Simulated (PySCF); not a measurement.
## Si: excitation energy

Si [Ne] 3s2 3p2 (3P) → Si [Ne] 3s2 3p1 3d1 (high-spin determinant), as a difference of total energies. Calculation: PySCF 2.14, in aug-cc-pV(Q+d)Z; no relativity, point nucleus. Correlated levels: valence: [Ne] frozen. The calculations carry no spin-orbit coupling.

| method | excitation energy (cm⁻¹) |
| --- | --- |
| UHF | 51652 |
| LDA | 49218 |
| PBE | 48612 |
| PBE0 | 50260 |
| r2SCAN | 51496 |
| MN15 | 51731 |
| BLYP | 47445 |
| M06 | 48413 |
| B2PLYP | 50420 |
| MP2 (valence) | 52757 |
| SCS-MP2 (valence) | 52479 |

The promoted electron is Rydberg-like, and one or two diffuse shells describe it only roughly, which tends to raise the upper state.

The determinant of the upper state mixes LS terms, which raises its energy above the lowest term, most at the Hartree-Fock and MP2 levels.
